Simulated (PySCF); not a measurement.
**Ionising ZnSb**

UHF-MP2; basis Zn def2-SVP, Sb def2-SVP with ECP28; scalar-relativistic core potentials; PySCF 2.14. Neutral (UHF): quartet (σ ↑, π ↑↑), Re = 2.880 Å, ωe = 80.4 cm⁻¹, De = 0.03 eV.

ZnSb⁺ (ROHF): triplet (π ↑↑), Re = 2.632 Å, ωe = 191 cm⁻¹, De = 2.29 eV to Zn + Sb⁺. The energies at the minima are -2017.25119 hartree for ZnSb and -2017.00594 for ZnSb⁺.

Task: Work out the adiabatic ionisation energy, without and with harmonic zero-point energies (1 hartree = 27.2114 eV, 1 eV = 8065.5 cm⁻¹), and the change of the bond length.

Result: At MP2: 0.24525 hartree = 6.674 eV between the minima; the zero-point term (191.0 − 80.4)/2 cm⁻¹ = +0.007 eV makes it 6.680 eV. Re changes by -24.8 pm against the neutral. The electron leaves a σ orbital, and the shorter bond of the ion fits an antibonding orbital, or a change in how ionic the bond is.

Correlated steps freeze 9 core orbitals. UHF and ROHF references stand side by side, which adds small steps between rows. Weak bonds: ZnSb. Basis-set superposition, not corrected here, can be much of De in a small basis, most of all at correlated wavefunction levels. Spin–orbit coupling is left out, which matters for elements this heavy, above all for dissociation energies. For an ion De counts to the pair picked by the measured ionisation energies or electron affinities, which need not be the lowest pair at this level. States were picked by a PBE0 search and need not be the measured ground states.

Neutral and ion stand on different kinds of reference determinant, which adds to the error of the difference.
